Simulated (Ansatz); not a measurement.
Cost and result for the atomization energy of AlH₅O₃S (`[OH][Al-]([OH])([OH])[SH2+]`) (10 atoms, 9 bonds).

| atom | x (Å) | y (Å) | z (Å) |
| --- | --- | --- | --- |
| O1 | -0.6327 | 1.4833 | -1.0398 |
| Al2 | -0.4667 | 0.2897 | 0.1730 |
| O3 | -0.2270 | 0.7605 | 1.7983 |
| O4 | -1.1770 | -1.2392 | -0.1257 |
| S5 | 1.9420 | -0.3085 | -0.3114 |
| H6 | -0.6162 | 2.4129 | -0.8202 |
| H7 | -0.6335 | 0.2751 | 2.5135 |
| H8 | -1.7612 | -1.3634 | -0.8714 |
| H9 | 1.8715 | -1.5358 | 0.2322 |
| H10 | 1.7009 | -0.7745 | -1.5484 |

Total charge 0; spin multiplicity 1. The structure was optimised at the PBE0-D4/def2-TZVP level. It is one conformer, not always the lowest. Program: Ansatz. All runs use 4 threads of a server CPU on a shared host. Times are those of one run each, without the atoms' runs, and a repeat can differ threefold. Electronic energies, without spin–orbit coupling; frozen cores. CCSD(T)/CBS adds CCSD(T) − MP2 in def2-TZVPP to the MP2 limit, and its time is that of the two runs behind it. T1 = 0.012. B3LYP takes the VWN-RPA correlation (the form of Gaussian; ORCA's B3LYP/G). HSE06 is the plane-wave form, built on full-range PBE exchange.

CCSD(T)/CBS is a level of theory with its own doubt, some kJ/mol a heavy atom from the limit and from the frozen cores, so smaller differences don't rank the functionals.

```json
{"level": "BLYP-D4/def2-TZVPP", "functions": "247", "wall time": "1.6 s", "atomization (kJ/mol)": "3584.9", "difference from CCSD(T)/CBS": "-45.4", "per bond": "-5.0"}
{"level": "PBE-D4/def2-TZVPP (with forces)", "functions": "247", "wall time": "2 s", "atomization (kJ/mol)": "3626.6", "difference from CCSD(T)/CBS": "-3.7", "per bond": "-0.4"}
{"level": "BHLYP-D4/def2-TZVPP", "functions": "247", "wall time": "2.7 s", "atomization (kJ/mol)": "3431.6", "difference from CCSD(T)/CBS": "-198.7", "per bond": "-22.1"}
{"level": "HSE06-D4/def2-TZVPP", "functions": "247", "wall time": "2.9 s", "atomization (kJ/mol)": "3535.0", "difference from CCSD(T)/CBS": "-95.3", "per bond": "-10.6"}
{"level": "CAM-B3LYP-D4/def2-TZVPP", "functions": "247", "wall time": "3 s", "atomization (kJ/mol)": "3598.7", "difference from CCSD(T)/CBS": "-31.6", "per bond": "-3.5"}
{"level": "B3LYP-D4/def2-TZVPP (with forces)", "functions": "247", "wall time": "3.9 s", "atomization (kJ/mol)": "3569.7", "difference from CCSD(T)/CBS": "-60.6", "per bond": "-6.7"}
{"level": "CCSD(T)/def2-SVP", "functions": "103", "wall time": "3.9 s", "atomization (kJ/mol)": "3316.7", "difference from CCSD(T)/CBS": "-313.6", "per bond": "-34.8"}
{"level": "r2SCAN-D4/def2-TZVPP (with forces)", "functions": "247", "wall time": "4.1 s", "atomization (kJ/mol)": "3603.8", "difference from CCSD(T)/CBS": "-26.5", "per bond": "-2.9"}
{"level": "ωB97X-V/def2-TZVPP", "functions": "247", "wall time": "7 s", "atomization (kJ/mol)": "3595.1", "difference from CCSD(T)/CBS": "-35.2", "per bond": "-3.9"}
{"level": "B97M-V/def2-TZVPP", "functions": "247", "wall time": "8 s", "atomization (kJ/mol)": "3591.3", "difference from CCSD(T)/CBS": "-39.0", "per bond": "-4.3"}
{"level": "MP2/def2-QZVPP", "functions": "461", "wall time": "16 s", "atomization (kJ/mol)": "3679.0", "difference from CCSD(T)/CBS": "48.7", "per bond": "5.4"}
{"level": "CCSD(T)/def2-TZVPP", "functions": "247", "wall time": "2.2 min", "atomization (kJ/mol)": "3510.5", "difference from CCSD(T)/CBS": "-119.8", "per bond": "-13.3"}
{"level": "CCSD(T)/CBS(def2)", "functions": "–", "wall time": "2.4 min", "atomization (kJ/mol)": "3630.3", "difference from CCSD(T)/CBS": "0.0", "per bond": "0.0"}
```

In def2-TZVPP, CCSD(T) changes the Hartree–Fock value by +1018.0 kJ/mol (the triples alone add +58.4 kJ/mol) and MP2 by +1114.7 kJ/mol; breaking electron pairs costs correlation energy, which Hartree–Fock lacks. The D4 term adds +32.7 kJ/mol with B3LYP and +17.4 kJ/mol with PBE0; it sums over pairs of atoms, weighted by their polarisabilities, and B3LYP, whose exchange is more repulsive, gets the larger term. At CCSD(T), def2-SVP lies −313.6 kJ/mol from the extrapolated value and def2-TZVPP −119.8 kJ/mol: correlation converges slowly with the basis, and small sets miss more of it in the bonded molecule than in its fragments.
